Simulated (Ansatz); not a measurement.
Reaction (cleavage of the Si–P bond): `F[SiH2]P[SiH3]` + `[SH][SnH3]` → `[SiH3][S][SnH3]` + `F[SiH2]P`

Gas-phase electronic energies from Ansatz, PBE0-D4/def2-TZVP geometries. CBS: MP2 limit from def2 TZ/QZ plus the TZ coupled-cluster correction, frozen cores. Functionals use def2-TZVPP. Elements past krypton have def2 core potentials. For Sn outer-core shells are correlated without core-valence functions, which leaves a few kJ/mol of doubt a bond. Each species was taken in one conformer, which may not be the lowest.

`F[SiH2]P[SiH3]`:

Cartesian coordinates in Å:
```
F 0.999 -2.427 0.327
Si 0.253 -1.232 1.090
P 1.146 0.694 0.377
Si -0.301 1.018 -1.320
H -1.197 -1.382 0.807
H 0.507 -1.374 2.545
H 0.394 1.447 1.323
H -1.723 0.922 -0.898
H -0.023 -0.025 -2.341
H -0.057 2.359 -1.909
```

`[SH][SnH3]`:

Cartesian coordinates in Å:
```
S 0.088 0.348 -1.827
Sn -0.291 -0.168 0.492
H 1.378 0.672 -1.640
H 0.023 1.215 1.440
H 0.731 -1.449 0.964
H -1.929 -0.618 0.572
```

`[SiH3][S][SnH3]`:

Cartesian coordinates in Å:
```
Si 0.869 1.333 -0.637
S 1.269 -0.142 0.845
Sn -0.800 -1.365 0.703
H 0.628 0.714 -1.967
H 2.065 2.209 -0.704
H -0.326 2.146 -0.284
H -0.654 -2.614 1.848
H -0.967 -1.972 -0.881
H -2.085 -0.309 1.077
```

`F[SiH2]P`:

Z-matrix (Å, degrees):
```
Si
P 1 2.244
F 1 1.602 2 108.5
H 1 1.484 2 108.5 3 -117.4
H 1 1.484 2 114.2 3 119.2
H 2 1.423 1 90.5 3 179.8
H 2 1.421 1 93.9 3 -86.8
```

(1) Is it downhill or uphill in electronic energy at CCSD(T)/CBS, and by how much? (Best estimate.)

(2) What do these levels give: LDA (SPW92), PBE-QIDH, HF/def2-SVP, MP2/def2-SVP, CCSD/def2-SVP, CCSD/CBS(def2)? (Best estimate.)

Largest T1 diagnostic among the species: 0.013.

Answers

(1) The calculation gave: Downhill: ΔE = -37.1 kJ/mol.

(2) Computed: LDA (SPW92) -28.6, PBE-QIDH -35.1, HF/def2-SVP -39.7, MP2/def2-SVP -36.4, CCSD/def2-SVP -35.2, CCSD/CBS(def2) -37.8 kJ/mol.

From BLYP to BHLYP (50 % exact exchange), in def2-TZVPP and without D4, ΔE moves by −4.1 kJ/mol. Leaving LDA and LC-ωPBE aside and taking each functional with its dispersion term where it has one, the values, not all of them listed here, spread over 9.3 kJ/mol, from BHLYP-D4 to revPBE-D4.
